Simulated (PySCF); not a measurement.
One formula, C5H16N2Si2, several structures.

PySCF, PBE0/def2-SVPD, density fitting, gas phase; each molecule at its own PBE0-D3(BJ)/def2-SVP geometry, one conformer. Singlet excitations by full TDDFT with frozen cores, triplets by Tamm–Dancoff TDDFT and ionisation energies by ΔSCF, from the lowest of the holes tried. 

Torsions of the conformers computed, which needn't be the lowest (atom-mapped SMILES):
- `[CH3:1][CH2:2][CH2:3][Si@H:4]1[NH:5][Si@@H:6]([CH2:7][CH3:8])[NH:9]1`: C1–C2–C3–Si4 179°, C2–C3–Si4–N5 65°, N5–Si6–C7–C8 166°
- `[CH3:1][N:2]([CH2:3][CH:4]1[CH2:5][CH2:6]1)[SiH2:7][NH:8][SiH3:9]`: C1–N2–C3–C4 -77°, N2–C3–C4–C5 -85°, C1–N2–Si7–N8 69°, N2–Si7–N8–Si9 -100°
- `[CH3:1][CH2:2][C:3]([CH3:4])([CH3:5])[SiH:6]1[NH:7][SiH2:8][NH:9]1`: C1–C2–C3–C4 64°, C2–C3–Si6–N7 83°
- `[CH3:1][CH2:2][CH2:3][Si@H:4]1[NH:5][Si@H:6]([CH2:7][CH3:8])[NH:9]1`: C1–C2–C3–Si4 180°, C2–C3–Si4–N5 66°, N5–Si6–C7–C8 -163°

The conformers of `C[C@@H]1C[SiH2]N[Si@@H]1N(C)C`, `C[Si@](N)([SiH3])N1CCCC1`, `CN(C)[Si@@H]1CCC[Si@H]1N`, `C[C@@H]1C[SiH2]N[Si@H]1N(C)C`, `CC[C@@H]1C[Si@@H](NC)N[SiH2]1` and `CN(C)[Si@@H]1CCC[Si@@H]1N` aren't listed.

Reference: `CCC[Si@H]1N[Si@@H](CC)N1`, with HOMO energy -6.89 eV, LUMO energy 0.18 eV, lowest singlet excitation 5.80 eV, lowest triplet excitation 5.56 eV, mean polarisability 125.3 au and vertical ionisation energy 8.50 eV.

Changes against it:

```
                     molecule  Δ electronic energy (kcal/mol)  Δ HOMO energy (eV)  Δ LUMO energy (eV)  Δ lowest singlet excitation (eV)  Δ lowest triplet excitation (eV)  Δ mean polarisability (au)  Δ vertical ionisation energy (eV)
 C[C@@H]1C[SiH2]N[Si@H]1N(C)C                           +21.2               +0.73               +0.27                             -0.21                             -0.09                        +1.2                              -0.69
CC[C@@H]1C[Si@@H](NC)N[SiH2]1                           +17.1               +0.35               +0.22                             +0.01                             +0.09                        +0.7                              -0.14
    CN(C)[Si@@H]1CCC[Si@@H]1N                           +39.6               +0.79               -0.22                             -0.91                             -1.03                        +5.9                              -0.80
      CN(CC1CC1)[SiH2]N[SiH3]                           +57.6               +0.54               +0.02                             -0.19                             -0.18                        +1.7                              -0.51
     CCC(C)(C)[SiH]1N[SiH2]N1                           +10.2               -0.03               -0.25                             -0.20                             -0.20                        -1.8                              +0.02
 CC[C@@H]1C[Si@H](NC)N[SiH2]1                           +14.9               +0.39               +0.30                             +0.10                             +0.13                        +1.6                              -0.32
        N[SiH2]C[SiH2]N1CCCC1                           +39.3               +0.75               +0.18                             -0.27                             -0.14                        +3.0                              -0.71
      CCC[Si@H]1N[Si@H](CC)N1                             0.0               +0.02               -0.01                             -0.03                             -0.02                        +0.5                              -0.03
     N[Si@@H](C[SiH3])N1CCCC1                           +35.0               +0.61               +0.23                             -0.09                             +0.03                        +3.3                              -0.55
```

Rows whose labels were lost:

```json
{"row": "P", "Δ electronic energy (kcal/mol)": "+33.8", "Δ HOMO energy (eV)": "+1.04", "Δ LUMO energy (eV)": "+0.16", "Δ lowest singlet excitation (eV)": "-0.63", "Δ lowest triplet excitation (eV)": "-0.56", "Δ mean polarisability (au)": "+6.3", "Δ vertical ionisation energy (eV)": "-1.06"}
{"row": "Q", "Δ electronic energy (kcal/mol)": "+21.3", "Δ HOMO energy (eV)": "+0.75", "Δ LUMO energy (eV)": "+0.26", "Δ lowest singlet excitation (eV)": "-0.24", "Δ lowest triplet excitation (eV)": "-0.10", "Δ mean polarisability (au)": "+0.4", "Δ vertical ionisation energy (eV)": "-0.68"}
{"row": "R", "Δ electronic energy (kcal/mol)": "+39.3", "Δ HOMO energy (eV)": "+0.79", "Δ LUMO energy (eV)": "+0.03", "Δ lowest singlet excitation (eV)": "-0.60", "Δ lowest triplet excitation (eV)": "-0.58", "Δ mean polarisability (au)": "+5.7", "Δ vertical ionisation energy (eV)": "-0.70"}
```

Task: Which row belongs to which of `C[C@@H]1C[SiH2]N[Si@@H]1N(C)C`, `C[Si@](N)([SiH3])N1CCCC1` and `CN(C)[Si@@H]1CCC[Si@H]1N`?

Result: P = `C[Si@](N)([SiH3])N1CCCC1`, Q = `C[C@@H]1C[SiH2]N[Si@@H]1N(C)C` and R = `CN(C)[Si@@H]1CCC[Si@H]1N`. P and Q are told apart most clearly by the electronic energy (+33.8 against +21.3 kcal/mol); P and R are told apart most clearly by the electronic energy (+33.8 against +39.3 kcal/mol); Q and R are told apart most clearly by the electronic energy (+21.3 against +39.3 kcal/mol); Q comes close to the labelled row of `C[C@@H]1C[SiH2]N[Si@H]1N(C)C` in every column.

Task: Fit a straight line for the change of the lowest singlet excitation against that of the lowest triplet excitation over the labelled rows, and test it on P, Q and R.

Result: Over the 9 labelled rows the slope is 0.827 eV/eV, the intercept -0.07 eV, r = 0.98 and the standard error 0.057 eV. P: predicted -0.53, computed -0.63 eV; Q: predicted -0.15, computed -0.24 eV; R: predicted -0.55, computed -0.60 eV. The mean miss is 0.079 eV, against 0.29 eV for guessing the labelled rows' mean: the line carries over to these rows.
